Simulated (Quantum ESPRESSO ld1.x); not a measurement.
Values are calculated unless marked as measured or tabulated.
Ar12+, 6 electrons, occupied as [He] 2s2 2p2 (the NIST ground configuration). Code: ld1.x of Quantum ESPRESSO 7.5. Model: Dirac Kohn-Sham, BLYP, spin-unpolarised, spherical densities, point nucleus; open shells fill j = l - 1/2 first.

Spin-orbit splittings of the eigenvalues, e(l+1/2) - e(l-1/2), with zeta = 2 splitting/(2l+1) and mean radii in bohr:

shell  occ.  splitting (eV)  zeta (eV)  <r> j=l-1/2  <r> j=l+1/2
2p        2           2.974      1.983       0.3275       0.3293
3p        0               ?          ?       0.9009       0.9035

Estimate the 3p splitting.

Answer. 0.7014 eV (zeta = 0.4676 eV).
